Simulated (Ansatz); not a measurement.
Reactions of C2H7NS2 (`NC(S)CS`).

Computed with Ansatz on PBE0-D4/def2-TZVP structures; ΔE is electronic, products minus reactants. CCSD(T)/CBS adds triple-zeta CCSD(T) − MP2 to the extrapolated MP2 energy (def2 sets, frozen cores). This one scheme is used for every species. One conformer a species, not always the lowest.

Problem. Order these by ΔE at CCSD(T)/CBS, lowest first. (Best estimate.)
A. `NC(S)CS` + H₂ → `NCS` + CH₃SH
B. `NC(S)CS` + `O[SiH2]O` → `O[SiH2]OCS` + `NCS`
C. `NC(S)CS` + `CC(C)C` → `CC(C)CCS` + `NCS`

Solution. A (-41.0 kJ/mol), C (+13.8 kJ/mol), B (+57.3 kJ/mol).

Largest T1 diagnostic: 0.012, for `O[SiH2]OCS`.
